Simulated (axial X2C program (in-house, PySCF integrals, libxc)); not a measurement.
# Spin–orbit effects down a group: molecules with As, HF

Calculated with an in-house relativistic program for diatomic molecules, spin-free (one-electron X2C) or two-component (2c: spin–orbit coupling with atomic mean-field Coulomb and Gaunt terms, which also bring small scalar terms), in Dyall basis sets with cores contracted in-house; open shells are unrestricted.

Basis sets: As dyall-cv3z, Cs dyall-cv3z, H dyall-v3z, K dyall-cv3z, Li dyall-cv3z.

```tsv
molecule	spin-free state	Re (Å)	ωe (cm⁻¹)	De (eV)	2c state	Re 2c (Å)	ωe 2c (cm⁻¹)	De 2c (eV)
AsH	M_S = 1, Λ = 0	1.514	2270.5	1.88	Ω = 1	1.514	2268.6	1.87
LiAs	M_S = 1, Λ = 0	2.441	439.2	0.65	Ω = 1	2.440	438.7	0.65
KAs	M_S = 1, Λ = 0	3.196	162.6	0.25	Ω = 1	3.194	162.6	0.26
CsAs	M_S = 1, Λ = 0	3.508	109.4	0.32	Ω = 1	3.503	109.3	0.33
```

Question: Work out the shifts from the spin-free to the two-component result.

Answer: 

```json
{"molecule": "AsH", "2c state": "Ω = 1", "ΔRe (Å)": "0.000", "Δωe (cm⁻¹)": "-1.9", "ΔDe (eV)": "-0.01"}
{"molecule": "LiAs", "2c state": "Ω = 1", "ΔRe (Å)": "-0.001", "Δωe (cm⁻¹)": "-0.5", "ΔDe (eV)": "0.00"}
{"molecule": "KAs", "2c state": "Ω = 1", "ΔRe (Å)": "-0.002", "Δωe (cm⁻¹)": "0.0", "ΔDe (eV)": "0.01"}
{"molecule": "CsAs", "2c state": "Ω = 1", "ΔRe (Å)": "-0.005", "Δωe (cm⁻¹)": "-0.1", "ΔDe (eV)": "0.01"}
```

Shifts of one unit in the last digit are rounding.

Each entry is the lowest single determinant of a limited PBE0 search at one distance. De goes to single-determinant-based atoms at the same level (for ions the charge split of lowest energy) and is withheld (n/a) where an atom does not fit its ground term or J level. Main or longest-lived isotopes. One determinant is a doubtful description, or other states lie close, for AsH, LiAs, KAs, CsAs; these need not be ground states, and all values refer to the states named. Some open-shell Ω = 0 determinants are out of reach, so the Ω given for AsH, LiAs, KAs, CsAs need not be the lowest component. With several unpaired electrons the Ω given is that of one determinant, not necessarily of the lowest component.
